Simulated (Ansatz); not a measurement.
A search over several starts for the lowest SCF solution of CrCl₂ at the given spin, in a small basis.

```yaml
crystal:
  periodic: [false, false, false]
  atoms:
    - {symbol: Cr, position_ang: [0.406725, 0.230042, 0.005093]}
    - {symbol: Cl, position_ang: [-0.217795, -0.133193, 1.969785]}
    - {symbol: Cl, position_ang: [-0.188931, -0.096849, -1.974888]}
basis:
  gaussian: {orbitals: def2-SVP}
magnetization: {spin_polarized: true, initial_magnetization: 0}
hamiltonian: {xc: pbe0, dispersion: d4}
output: {orbitals: {seedname: orbitals}}
```

```sh
$ ansatz run in.yaml --threads 2 --pin off --events-out ev --progress --plain --max-ram 4352MiB
```

It prints (some lines left out):

```
Functional definition: PBE0
673 factors; integrals over basis functions are off by at most 3.5e-4 eV
mean field evaluation 1: about -53429.3120 eV, gradient 4.6e1 eV
mean field evaluation 2: about -53320.9138 eV, gradient 8.9e1 eV
mean field evaluation 4: about -53430.7035 eV, gradient 4.2e1 eV
mean field evaluation 8: about -53438.9089 eV, gradient 3.3e0 eV
mean field evaluation 16: about -53440.4799 eV, gradient 1.3e-1 eV
mean field evaluation 32: about -53441.9289 eV, gradient 2.7e-1 eV
mean field evaluation 64: about -53441.0147 eV, gradient 1.8e0 eV
mean field evaluation 96: about -53441.9466 eV, gradient 2.0e-1 eV
mean field evaluation 128: about -53441.9083 eV, gradient 1.0e-5 eV
mean field evaluation 160: about -53441.9079 eV, gradient 1.4e-1 eV
mean field evaluation 192: about -53441.9122 eV, gradient 3.8e-1 eV
mean field evaluation 224: about -53441.9449 eV, gradient 2.7e-1 eV
mean field evaluation 256: about -53441.8429 eV, gradient 2.7e0 eV
mean field -53441.94835220 eV, -1963.9553776896 hartree, gradient 4.4e-6 eV, S^2 1.988811; 14 other end points of the search recorded, 0 dependent functions left out
reference -53441.94840968 eV, -1963.9553798020 hartree; 29, 29 occupied and 38, 38 virtual orbitals, 673 factors
Total energy: -53442.02046557 eV, -1963.9580278074 hartree
```

It took 28 s on 2 threads of Intel Xeon 6975P-C on a shared host.

Other converged states that the search met: 0.04 eV higher (⟨S²⟩ = 2.00), 1.47 eV higher (⟨S²⟩ = 0.00).

The unrestricted singlet has broken spin symmetry (⟨S²⟩ up to 1.99). At PBE0-D4/def2-TZVP a quintet of charge 0 lies 1.82 eV below the unrestricted singlet, which stands at the restricted singlet's geometry.
